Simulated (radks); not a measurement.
The terbium ion Tb2+, 63 electrons, occupied as [Xe] 4f9. Method: Dirac Kohn-Sham, AM05, spin-unpolarised, spherical densities, point nucleus; open shells fill j = l - 1/2 first; computed with a radial shooting solver on a logarithmic mesh with Libxc functionals.

Radial electron density D(r) = 4 pi r^2 rho(r):

```
   r/bohr * D(r) (the largest magnitude, 115, reaches the edge; | marks zero)
 0.002048 |      *
 0.002366 |       *
  0.00271 |         *
  0.00313 |           *
 0.003586 |             *
 0.004141 |                *
 0.004745 |                   *
  0.00548 |                       *
 0.006278 |                          *
  0.00725 |                              *
 0.008306 |                                 *
 0.009593 |                                     *
  0.01099 |                                       *
  0.01269 |                                         *
  0.01454 |                                          *
  0.01666 |                                         *
  0.01924 |                                        *
  0.02204 |                                       *
  0.02546 |                                     *
  0.02917 |                                     *
  0.03368 |                                      *
  0.03859 |                                        *
  0.04457 |                                             *
  0.05106 |                                                 *
  0.05897 |                                                     *
  0.06756 |                                                      *
  0.07802 |                                                    *
  0.08939 |                                                *
   0.1032 |                                           *
   0.1183 |                                         *
   0.1366 |                                          *
   0.1565 |                                             *
   0.1807 |                                                *
   0.2071 |                                              *
   0.2391 |                                       *
    0.274 |                              *
   0.3139 |                       *
   0.3625 |                    *
   0.4153 |                     *
   0.4796 |                        *
   0.5495 |                       *
   0.6346 |                    *
   0.7271 |               *
   0.8397 |          *
    0.962 |       *
    1.111 |      *
    1.273 |    *
     1.47 |   *
    1.684 |  *
    1.945 | *
    2.228 |*
    2.574 |*
    2.948 *
    3.405 *
    3.901 *
    4.505 *
    5.162 *
```

D(r) has 4 maxima, at r = 0.0150, 0.0665, 0.185, 0.507 bohr, and minima at 0.0289, 0.121, 0.363 bohr, inside which lie 2.02, 11.16, 29.43 electrons.
